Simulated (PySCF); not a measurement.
**Unknown compound**

The spectra below were simulated for a compound C5H9ClOSi.

1H NMR (400 MHz, computed): δ 4.98 (s, 3H), 4.17 (d, 1H), 1.76 (m, 1H), 0.74 (m, 2H), 0.21 (m, 2H).

13C{1H} NMR (computed): δ 145.0 (C), 117.4 (CH), 12.9 (CH), 8.7 (CH2, 2C).

How the numbers were obtained: NMR shieldings at PBE0/pcSseg-1/GIAO, geometry from GFN2-xTB, in PySCF 2.14.0 with density-fitted response routines (rapidly exchanging positions averaged, one computed conformer, relativity neglected, no solvent).

References, each an isolated molecule treated in the same way: TMS for 1H and 13C.

Problem. Which of these isomers gave the spectra?
A. C=CCC(=O)[SiH2]CCl
B. CO[SiH2]/C=C/C=C\Cl
C. CC/C(=C/[SiH3])C(=O)Cl
D. [SiH3]O/C(Cl)=C\C1CC1

Solution. D. 

- Rings plus π bonds: 2 (1 ring in the answer).
- 4 carbon signals for 5 carbons: some carbons are equivalent by symmetry or fast rotation.
- Carbon types of the structure: 1 × C, 2 × CH, 2 × CH2, leaving 3 H on heteroatoms.
- δC 145.0: alkene carbon bearing oxygen; an sp2 carbon further deshielded by the attached heteroatom.
- δC 117.4: β carbon of an enol-ether or enamine type C=C.
- δC 12.9, 8.7: three-membered-ring carbon; carbons of three-membered rings are unusually shielded.
- δH 4.17: hydrogen on a β carbon of an enol-ether or enamine type C=C; lone-pair donation from O or N shields it, upfield of ordinary alkene protons.
- δH 1.76, 0.74, 0.21: hydrogen on a three-membered-ring carbon.

The others: CO[SiH2]/C=C/C=C\Cl would give 5 carbon signals, not 4; C=CCC(=O)[SiH2]CCl would give 5 carbon signals, not 4; CC/C(=C/[SiH3])C(=O)Cl would give 5 carbon signals, not 4.

Carbons that carry Cl, above all several Cl atoms, come out too deshielded, partly because spin–orbit coupling is missing. Shifts are as computed. Against solution values, carbons near 30 ppm lie about +3 ppm off and those near 130 ppm about +5 ppm; carbons on Cl a further +6 ppm. Of 1309 compounds with measured shifts, 239 miss one by over three times the rms of a fit or turn the order of signals round; such compounds aren't used in these exercises. Multiplicities follow the n + 1 count of equivalent neighbours, as no J values were calculated; m marks all less simple cases, F and P coupling included.
